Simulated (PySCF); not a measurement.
H$_{2}$N, charge -1, singlet, geometry from GFN2-xTB (in this run its highest filled SCF level lies above zero, so its values depend strongly on the basis, on diffuse functions most of all); B3LYP/def2-SVP (PySCF).

The PySCF input:
```python
from pyscf import gto, scf, dft

mol = gto.M(
    atom='''
N    -0.001861    0.105267    0.105249
H     0.817030   -0.336324   -0.386155
H    -0.804005   -0.400542   -0.350586
''',
    basis='def2-svp',
    charge=-1,
    spin=0,
    verbose=4,
)

mf = dft.RKS(mol)
mf.xc = 'b3lyp'
mf.kernel()
```

Q: What does PySCF print? Leave out banner, timings and long lists.

A: 
```
PySCF version 2.14.0

[INPUT] verbose = 4
[INPUT] num. atoms = 3
[INPUT] num. electrons = 10
[INPUT] charge = -1
[INPUT] spin (= nelec alpha-beta = 2S) = 0
[INPUT] symmetry False subgroup None
[INPUT] Mole.unit = angstrom
[INPUT] Symbol           X                Y                Z      unit          X                Y                Z       unit  Magmom
[INPUT]  1 N     -0.001861000000   0.105267000000   0.105249000000 AA   -0.003516780318   0.198925799955   0.198891784884 Bohr   0.0
[INPUT]  2 H      0.817030000000  -0.336324000000  -0.386155000000 AA    1.543962935553  -0.635560249118  -0.729727191631 Bohr   0.0
[INPUT]  3 H     -0.804005000000  -0.400542000000  -0.350586000000 AA   -1.519349252781  -0.756914681386  -0.662511523107 Bohr   0.0

nuclear repulsion = 7.36724973606701
number of shells = 12
number of NR pGTOs = 38
number of NR cGTOs = 24
basis = def2-svp
ecp = {}

******** <class 'pyscf.dft.rks.RKS'> ********
method = RKS
initial guess = minao
damping factor = 0
level_shift factor = 0
DIIS = <class 'pyscf.scf.diis.CDIIS'>
diis_start_cycle = 1
diis_space = 8
diis_damp = 0
SCF conv_tol = 1e-09
SCF conv_tol_grad = None
SCF max_cycles = 50
direct_scf = True
direct_scf_tol = 1e-13
XC library pyscf.dft.libxc version 7.1.2
    S. Lehtola, C. Steigemann, M. J. T. Oliveira, and M. A. L. Marques,  SoftwareX 7, 1–5 (2018)
XC functionals = b3lyp
    P. J. Stephens, F. J. Devlin, C. F. Chabalowski, and M. J. Frisch,  J. Phys. Chem. 98, 11623 (1994)
radial grids:
    Treutler-Ahlrichs [JCP 102, 346 (1995); DOI:10.1063/1.469408] (M4) radial grids

becke partition: Becke, JCP 88, 2547 (1988); DOI:10.1063/1.454033
pruning grids: <function nwchem_prune>
grids dens level: 3
symmetrized grids: False
atomic radii adjust function: <function treutler_atomic_radii_adjust>
small_rho_cutoff = 0
Set gradient conv threshold to 3.16228e-05
Initial guess from minao.
tot grids = 33520
init E= -55.6607577260347
  HOMO = -0.258448369357935  LUMO = 0.0387615580505272  gap/eV = 8.08749
cycle= 1 E= -55.6644570865203  delta_E= -0.0037  |g|= 0.74  |ddm|= 1.46
  HOMO = 0.349506150115123  LUMO = 0.390173388709762  gap/eV = 1.10661
cycle= 2 E= -55.4444310667024  delta_E= 0.22  |g|= 1.15  |ddm|= 3.69
  HOMO = 0.149468595697326  LUMO = 0.328978835771559  gap/eV = 4.88472
cycle= 3 E= -55.7998215593568  delta_E= -0.355  |g|= 0.0351  |ddm|= 2.84
  HOMO = 0.161057703311229  LUMO = 0.332827709321299  gap/eV = 4.67410
cycle= 4 E= -55.800244494167  delta_E= -0.000423  |g|= 0.00396  |ddm|= 0.0811
  HOMO = 0.159590869465593  LUMO = 0.332439566247681  gap/eV = 4.70345
cycle= 5 E= -55.8002484432511  delta_E= -3.95e-06  |g|= 0.000412  |ddm|= 0.00698
  HOMO = 0.159544316308109  LUMO = 0.332448832963788  gap/eV = 4.70497
cycle= 6 E= -55.8002484866603  delta_E= -4.34e-08  |g|= 8.13e-05  |ddm|= 0.00094
  HOMO = 0.159525543372204  LUMO = 0.332432141860241  gap/eV = 4.70503
cycle= 7 E= -55.8002484887151  delta_E= -2.05e-09  |g|= 7.13e-06  |ddm|= 0.000177
  HOMO = 0.159526916209337  LUMO = 0.33243325281713  gap/eV = 4.70502
cycle= 8 E= -55.8002484887446  delta_E= -2.95e-11  |g|= 2.08e-06  |ddm|= 3.19e-05
  HOMO = 0.159527922795339  LUMO = 0.33243338868329  gap/eV = 4.70500
Extra cycle  E= -55.8002484887434  delta_E= 1.15e-12  |g|= 3.09e-06  |ddm|= 5.64e-06
converged SCF energy = -55.8002484887434
```
